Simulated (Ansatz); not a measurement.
**Telling isomers of CO3Si apart by their spectra**

These gas-phase data were calculated for one isomer of CO3Si at BLYP-D3(BJ)/def2-SVP (harmonic, unscaled wavenumbers; equilibrium rotational constants with average atomic masses):

| Property | Result |
| --- | --- |
| rotational constants | 13.12, 3.888, 2.999 GHz |
| all wavenumbers above 1500 cm⁻¹ | 1889 |
| dipole moment | 4.00 D (PBE0/def2-TZVPD) |

Candidates:

(1) `O=C1O[Si]O1`, a singlet
(2) `O=[Si]1O[C]O1`, a singlet

Assign the data to one candidate and say why.

Candidate (1). The band at 1889 cm⁻¹ lies where the C=O stretch is expected; (2) has no mode between 1680 and 1980 cm⁻¹.

The same quantities for all candidates:

```tsv
	rotational constants (GHz)	wavenumbers above 1500 cm⁻¹	dipole (D)	E above the lowest, BLYP-D3(BJ)/def2-SVP (kcal/mol)
(1)	13.12, 3.888, 2.999	1889	4.00	0.0
(2)	13.71, 3.653, 2.884	none	0.55	43.7
```

Programs: Ansatz 0.2.0.
